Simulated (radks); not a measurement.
The numbers below are computed, except where a source is named.
Numerical settings for the iodine ion I+, [Kr] 4d10 5s2 5p4. Code: a radial shooting solver on a logarithmic mesh with Libxc functionals. Model: non-relativistic Kohn-Sham, SCAN, spin-polarised, spherical densities, point nucleus; open shells are filled with parallel spins first (spin-orbit coupling, left out, can overturn this in heavy ions); meta-GGA in the generalised Kohn-Sham scheme; relativity is left out, which matters for an element this heavy. The defaults (mesh step 0.008 in ln r, mesh end at 40 bohr or more with all orbitals vanishing there, Anderson mixing 0.5 over 9 steps, residual threshold near 1e-9 with the energy settled to 1e-9 hartree or 1e-11 of itself, here a cap of 100 iterations) give E = -6920.672 hartree and 5p at -14.518 eV in 23 iterations. Times are rough (one thread of a shared host). Changes against that run (0 stands for a change within the tolerance of the run):

\begin{tabular}{lrrrrr}
setting & iterations & converged & E (mhartree) & e(5p) (meV) & CPU (s) \\ \hline
mesh step in ln r 0.2 & 2 & no & diverged & - & 0.01 \\
mesh step in ln r 0.005 & 26 & yes & +1.8 & -0.239 & 0.69 \\
mesh step in ln r 0.003 & 30 & yes & +1.64 & -0.188 & 1.3 \\
mesh end (bohr) 2 & 13 & level above zero & +1.55e+04 & +9.43e+04 & 0.19 \\
mesh end (bohr) 3 & 18 & level above zero & +1.93e+03 & +1.81e+04 & 0.27 \\
residual threshold 1e-16 & 100 & no & 0 & +0.00368 & 1.1 \\
residual threshold 0.001 & 11 & yes & 0 & -0.747 & 0.23 \\
mixing 1.5 & 24 & yes & 0 & 0 & 0.43 \\
linear mixing, mixing 0.8 & 51 & yes & 0 & 0 & 0.73 \\
linear mixing, mixing 0.05 & 100 & no & +0.0301 & -20.1 & 1.6 \\
mixing history 20 & 24 & yes & 0 & +0.00476 & 0.44 \\
iteration cap 3 & 3 & no & +3.07 & +325 & 0.08 \\
\end{tabular}

Settled on a wrong energy, with an occupied level pushed above zero by the early mesh end: mesh end (bohr) 2 (+15.5 hartree); mesh end (bohr) 3 (+1.93 hartree). Apart from these: settings that end as converged yet miss the energy by more than 1 mhartree: mesh step in ln r 0.005 (+0.0018 hartree); mesh step in ln r 0.003 (+0.00164 hartree). A mesh that ends early acts as a hard wall.
